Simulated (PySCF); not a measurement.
C3H7BO3, SMILES O(B(C)O)C(C)=O.

Geometry: PBE-D3(BJ)/def2-SVP. Other conformers were not sampled.

Method: ωB97X/def2-TZVP (PySCF).

Gas-phase values at a fixed geometry.

```
Quantity                                                                                                       Result
---------------------------------------------------------------------------------------------  ----------------------
total energy                                                                                       -369.24297 hartree
highest occupied level                                                                                      -10.65 eV
lowest empty level                                                                                            1.92 eV
orbital gap                                                                                                  12.57 eV
dipole moment                                                                                                  2.89 D
quadrupole, principal values (traceless, Buckingham form, about the centre of nuclear charge)   -7.42, 2.12, 5.30 D·Å
mean static polarisability                                                                       58.9 bohr³ (8.73 Å³)
polarisability, principal values                                                               45.5, 63.3, 67.9 bohr³
```
